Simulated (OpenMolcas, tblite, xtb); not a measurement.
CH5AlOSi (SMILES [CH2]1O[SiH2][AlH]1): methods side by side

CH5AlOSi has 9 atoms, charge 0, and is taken as a singlet. SMILES: `[CH2]1O[SiH2][AlH]1`. The shape is that of a PBE0-D4/def2-TZVP optimisation.

Quantity: the dipole moment, in D. The values are calculated.

```json
{"level": "GFN0-xTB", "kind": "semi-empirical", "program": "xtb", "value (D)": "1.39", "CPU time": "under 2 s"}
{"level": "IPEA1-xTB", "kind": "semi-empirical", "program": "tblite", "value (D)": "2.45", "CPU time": "under 2 s"}
{"level": "HF/def2-SVP", "kind": "Hartree–Fock", "program": "OpenMolcas", "value (D)": "2.74", "CPU time": "13 s"}
{"level": "SVWN5/def2-SVP", "kind": "LDA", "program": "OpenMolcas", "value (D)": "1.83", "CPU time": "47 s"}
{"level": "PBE/def2-SVP", "kind": "GGA", "program": "OpenMolcas", "value (D)": "1.83", "CPU time": "68 s"}
{"level": "TPSS/def2-SVP", "kind": "meta-GGA", "program": "OpenMolcas", "value (D)": "1.97", "CPU time": "87 s"}
{"level": "M06-2X/def2-SVP", "kind": "hybrid meta-GGA", "program": "OpenMolcas", "value (D)": "2.27", "CPU time": "86 s"}
{"level": "PBE0/def2-SVP", "kind": "global hybrid", "program": "OpenMolcas", "value (D)": "2.13", "CPU time": "61 s"}
```

The values span 1.39 to 2.74 D. CPU times are rough (shared hosts, several kinds of processor): they show what a rung costs within a factor of a few.
